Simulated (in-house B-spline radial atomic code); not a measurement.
# Ionising Cr with different functionals

Computed with a radial B-spline atomic code at the basis-set limit: non-relativistic Hamiltonian, point nucleus, spin-polarised at highest spin, spherical fractional occupations for the functionals, and exact exchange of hybrids averaged over the configuration. The ionisation energy is the difference of two self-consistent energies, [Ar] 3d5 4s1 → [Ar] 3d5, without Breit or QED terms; ε is the level of the shell that loses the electron (its least bound occupied spin orbital).

```json
{"method": "PBE0", "rung": "global hybrid", "ΔSCF (eV)": "6.93", "-ε(4s) (eV)": "4.85"}
{"method": "B3LYP", "rung": "global hybrid", "ΔSCF (eV)": "7.01", "-ε(4s) (eV)": "4.72"}
{"method": "TPSSh", "rung": "global hybrid", "ΔSCF (eV)": "6.95", "-ε(4s) (eV)": "4.51"}
{"method": "M06-2X", "rung": "global hybrid", "ΔSCF (eV)": "6.49", "-ε(4s) (eV)": "5.05"}
{"method": "BHandHLYP", "rung": "global hybrid", "ΔSCF (eV)": "6.49", "-ε(4s) (eV)": "5.14"}
{"method": "r2SCAN0", "rung": "global hybrid", "ΔSCF (eV)": "6.94", "-ε(4s) (eV)": "5.07"}
{"method": "B97-1", "rung": "global hybrid", "ΔSCF (eV)": "6.67", "-ε(4s) (eV)": "4.54"}
{"method": "HSE06", "rung": "range-separated hybrid", "ΔSCF (eV)": "6.99", "-ε(4s) (eV)": "4.51"}
{"method": "wB97X", "rung": "range-separated hybrid", "ΔSCF (eV)": "6.39", "-ε(4s) (eV)": "6.27"}
{"method": "CAM-B3LYP", "rung": "range-separated hybrid", "ΔSCF (eV)": "6.81", "-ε(4s) (eV)": "5.75"}
{"method": "LC-wPBE", "rung": "range-separated hybrid", "ΔSCF (eV)": "6.63", "-ε(4s) (eV)": "6.71"}
```

(1) Among the functionals, which spreads more, the ΔSCF values or the orbital energies?

(2) How do they compare with the NIST value?

Answers

(1) The orbital energies: ΔSCF values span about 0.63 eV and the orbital energies 2.21 eV.

(2) NIST lists 6.767 eV (measured, ground level to ground level). Errors run from -0.38 to +0.25 eV; CAM-B3LYP is closest (+0.05 eV), but part of that can be cancellation, since the calculations leave out relativity, Breit-QED terms, multiplet and fine-structure energies.
